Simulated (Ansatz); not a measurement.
`C[N](C)[GeH3]`. Total charge 0; spin multiplicity 1.

| atom | x (Å) | y (Å) | z (Å) |
| --- | --- | --- | --- |
| C1 | -0.627 | 1.163 | -0.653 |
| N2 | -0.089 | 0.229 | 0.307 |
| C3 | 1.334 | 0.385 | 0.494 |
| Ge4 | -0.729 | -1.495 | 0.233 |
| H5 | -0.195 | 1.055 | -1.663 |
| H6 | -0.430 | 2.190 | -0.324 |
| H7 | -1.710 | 1.046 | -0.736 |
| H8 | 1.555 | 1.403 | 0.838 |
| H9 | 1.921 | 0.216 | -0.425 |
| H10 | 1.698 | -0.306 | 1.258 |
| H11 | -2.263 | -1.406 | 0.251 |
| H12 | -0.184 | -2.231 | 1.466 |
| H13 | -0.280 | -2.248 | -1.046 |

Question: What are the harmonic wavenumbers in cm⁻¹ at PBE0-D4/def2-TZVP (Ansatz, finite differences of forces, unscaled)? (Best estimate.)

Answer: Ansatz gave: 128, 161, 239, 247, 259, 336, 588, 614, 621, 841, 867, 883, 1005, 1087, 1120, 1166, 1237, 1286, 1438, 1464, 1471, 1481, 1497, 1513, 2086, 2159, 2167, 2950, 2953, 3034, 3039, 3105, 3106.

Question: Is this a minimum?

Answer: Yes, all 33 modes are real.

Question: Give the ideal-gas thermochemistry at 298.15 K and 1 bar (rigid rotor, harmonic oscillator; point group Cs, symmetry number 1).

Answer: Zero-point energy 276.0 kJ/mol; H(298) − E = 296.4 kJ/mol; entropy 337.1 J/(mol·K), of which translation 168.5, rotation 109.3, vibration 59.3; G(298) − E = 195.8 kJ/mol.

Question: Rotational constants (cm⁻¹)?

Answer: 0.278, 0.09887, 0.07808.
